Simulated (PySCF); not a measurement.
# Circular dichroism: SMILES [C@@]12(O[SiH2]F)CC[C@@H]1C2, C5H9FOSi

Geometry (Å), atoms numbered from 1 in this order:
```xyz
17

F     2.544   -1.595   -1.090
Si    2.613   -0.208   -0.272
O     1.281    0.655   -0.534
C    -0.045    0.462   -0.249
C    -0.905   -0.619   -0.897
C    -1.642   -0.800    0.448
C    -0.749    0.267    1.073
C    -0.902    1.553    0.303
H     3.616    0.627   -0.892
H     2.788   -0.648    1.102
H    -1.507   -0.290   -1.743
H    -0.321   -1.488   -1.186
H    -2.704   -0.557    0.436
H    -1.504   -1.787    0.881
H    -0.358    0.240    2.075
H    -1.845    1.796   -0.165
H    -0.368    2.404    0.698
```

Theory: PySCF 2.14.0, TDDFT LC-wPBE/def2-SVPD circular dichroism and optical rotation, one conformer, gas phase. Geometry: GFN2-xTB.

The molecule is flexible and this is one conformer; a measurement averages over conformers.

What are the CIP labels of the stereocentres?

C4 R, C7 R.

Which excitations and rotatory strengths does the calculation give?

Rotatory strengths R in 10⁻⁴⁰ esu² cm², velocity form and length form (origin at the centre of mass); f in length form.
```
state  E (eV)  λ (nm)       f  R (velocity)  R (length)                                    main
    1    7.78     159   0.002          -2.7        -2.1        HOMO→LUMO 0.57, HOMO→LUMO+2 0.16
    2    7.97     156   0.014         +19.0       +19.0                        HOMO→LUMO+1 0.73
    3    8.23     151   0.002         -17.0       -13.7      HOMO→LUMO+3 0.45, HOMO→LUMO+4 0.16
    4    8.53     145   0.051         -26.7       -27.3      HOMO→LUMO+4 0.47, HOMO→LUMO+3 0.11
    5    8.69     143   0.029         +54.2       +53.1    HOMO−1→LUMO 0.43, HOMO−1→LUMO+2 0.10
    6    8.76     141   0.006         +12.3       +10.1    HOMO→LUMO+2 0.25, HOMO−1→LUMO+1 0.09
    7    8.93     139   0.034          +5.2        +3.9                        HOMO→LUMO+5 0.48
    8    8.95     139   0.045         +44.9       +45.5    HOMO−1→LUMO+1 0.36, HOMO−1→LUMO 0.14
    9    9.08     137  0.0003          +0.7        +0.8  HOMO−1→LUMO+3 0.46, HOMO−1→LUMO+1 0.17
   10    9.16     135   0.019         +37.9       +40.3                        HOMO→LUMO+8 0.36
   11    9.21     135   0.041         -71.8       -69.2  HOMO−4→LUMO+1 0.11, HOMO−3→LUMO+1 0.11
   12    9.29     133   0.029         -24.9       -28.3                      HOMO−1→LUMO+4 0.44
   13    9.39     132   0.015         -44.0       -45.3      HOMO→LUMO+6 0.25, HOMO→LUMO+7 0.09
   14    9.59     129   0.086          -6.7        -5.9      HOMO→LUMO+7 0.11, HOMO→LUMO+8 0.11
   15    9.61     129   0.028         -20.5       -20.9  HOMO−1→LUMO+2 0.24, HOMO−1→LUMO+4 0.12
   16    9.65     129   0.033         +25.8       +24.7                      HOMO−1→LUMO+5 0.49
```

Among the states computed, the strongest CD band (largest |R|) is state 11. The largest dissymmetry factor in size, g = 4R/(D+G), with D and G the electric and magnetic dipole strengths, is -0.061 for state 3 (velocity form, f = 0.003), among bands with |R| over 0.5. The mirror image has the same energies and oscillator strengths and all R with the opposite sign.
